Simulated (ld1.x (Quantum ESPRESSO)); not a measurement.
**Varying the TM potential for I**

Base potential:

ld1.x (Quantum ESPRESSO) 7.5 input, shortened:

```
&input
   title='I', zed=53., rel=1, dft='PZ', iswitch=3,
   config='[Kr] 4d10 5s1 5p6'
 /
 &inputp
   pseudotype=2, tm=.true., lloc=-1, rcloc=1.25,
   nlcc=.true., new_core_ps=.true., rcore=0.85
 /
3
5S  1  0   1.00   0.00  1.50  1.50  0.0
5P  2  1   6.00   0.00  1.45  1.45  0.0
4D  3  2  10.00   0.00  1.40  1.40  0.0
 &test
   configts(1)='4d10 5s1 5p6'
 /
```

All-electron outer shells of the reference configuration (LDA (PZ), scalar-relativistic, ld1.x):

| shell | level (eV) | outermost node (bohr) | outermost maximum (bohr) |
| --- | --- | --- | --- |
| 4s | -181.51 | 0.37 | 0.68 |
| 4p | -128.68 | 0.37 | 0.72 |
| 4d | -51.63 | 0.35 | 0.78 |
| 5s | -18.38 | 0.88 | 1.68 |
| 5p | -7.77 | 0.96 | 2.00 |

Cutoffs, loose and tight: the cutoffs (Ry, on a coarse ladder) from which the occupation-weighted sum of valence levels, in a spherical-Bessel basis at the reference potential, stays within 10 and 1 mRy of its value at 400 Ry. They do not see the model core or the augmentation charge, which bear on the density cutoff. Test errors are all-electron minus pseudo excitation energies from the reference, over the configurations 4d10 5s2 5p5; 4d10 5s2 5p4; 4d10 5s2 5p3; 4d9 5s2 5p5; 4d9 5s2 5p6; 4d10 5s1 5p5; 4d10 5s2 5p4.5 (two spin-polarised tests are not counted in the largest error). A dash means not determined; rows that change the core or the reference have their own tests.

A true bound ghost makes a file unfit for plane-wave use even where its test errors are small: the radial tests pick states by their node count and pass the ghost by.

| change | outcome | cutoff, loose | cutoff, tight | bound ghosts | largest test error (meV) |
| --- | --- | --- | --- | --- | --- |
| base | generated | 120 Ry | 200 Ry | s, p | -1096 |
| local potential the s channel | generated | 120 Ry | 200 Ry | p | -374 |
| local potential all-electron potential smoothed inside 1.12 bohr (lloc = -1) | generated | 120 Ry | 200 Ry | s, p | -501 |
| core correction Bessel-smoothed model core inside 1.02 bohr | generated | 120 Ry | 200 Ry | s, p | -1098 |
| wave 5s (bound): rc 1.50 bohr becomes 5s (bound): rc 2.28 bohr | generated | 120 Ry | 200 Ry | s, p | -952 |
| reference 4d10 5s2 5p5 | generated | 120 Ry | 200 Ry | s, p | -1147 |

(1) What comes out with this change to the base: core [Ar] 3d10 4s2, valence charge 23; reference 4p6 4d10 5s1.5 5p5.5; waves now 5s (bound): rc 1.55 bohr; 4p (bound): rc 1.05 bohr; 4d (bound): rc 1.30 bohr; local potential all-electron potential smoothed inside 0.85 bohr (lloc = -2); core correction none?

Results:

(1) outcome: generated, misses its reference levels by 0.27 eV; cutoff, loose: 160 Ry; cutoff, tight: 230 Ry; bound ghosts: s; largest test error (meV): -1618.
